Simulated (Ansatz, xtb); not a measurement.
Relative energy of two isomers of C4H9ClO2Si

Structure X: `Cl[SiH]1OCCCCO1`, a singlet. Structure Y: `C[C@@H]1CCO[Si@H](Cl)O1`, a singlet. Both are isolated molecules in the gas phase, relaxed with B3LYP/def2-SVP, each in the lowest conformer that the search found.

Problem. Estimate E(Y) − E(X) at the level CCSD(T)/def2-SVP + ΔMP2/def2-TZVPP.

Solution. Calculated at CCSD(T)/def2-SVP + ΔMP2/def2-TZVPP: E(Y) − E(X) = −1.78 kcal/mol, so structure Y lies lower.

Level by level:

```tsv
level	geometry	E(Y) − E(X) (kcal/mol)	departure from the last row (kcal/mol)	job, with rough time for the two
GFN2-xTB	GFN2-xTB	−3.32	−1.54	optimisation, 0.19 s
HF/STO-3G	GFN2-xTB	−2.77	−0.99	single point, 0.48 s
r2SCAN-D4/def2-SVP	GFN2-xTB	−1.62	+0.16	single point, 5 s
B3LYP/def2-SVP	B3LYP/def2-SVP	−0.56	+1.22	optimisation, 83 s
HF/def2-SVP	B3LYP/def2-SVP	−1.08	+0.70	part of the CCSD(T) run
MP2/def2-SVP	B3LYP/def2-SVP	−1.34	+0.43	part of the CCSD(T) run
CCSD(T)/def2-SVP	B3LYP/def2-SVP	−1.27	+0.51	single point
CCSD(T)/def2-SVP + ΔMP2/def2-TZVPP	B3LYP/def2-SVP	−1.78		single point, 2.4 min
```

As drawn, both hold the same kinds of bond in the same numbers. Structure X has 0 methyl groups, Y 1. Structure X has a 7-membered ring, Y a 6-membered ring.

None of the levels shown reverses the order. The largest departure from CCSD(T)/def2-SVP + ΔMP2/def2-TZVPP is that of GFN2-xTB, 1.54 kcal/mol. The last row adds to CCSD(T) the change of the MP2 difference between the two basis sets, here −0.51 kcal/mol.

With thermal terms from frequencies at re-optimised GFN2-xTB minima (ideal gas, soft modes damped towards free rotors, one conformer each, 298.15 K, 1 atm): the zero-point term adds −0.44 kcal/mol; ΔH is −2.09 and ΔG −2.37 kcal/mol.

The correlated steps freeze 16 core orbitals. Mirror images aren't counted in ΔG. Codes used: Ansatz 0.2.0, xtb 6.7.1; the last row on 4 threads of Arm Neoverse V2 on a shared host.
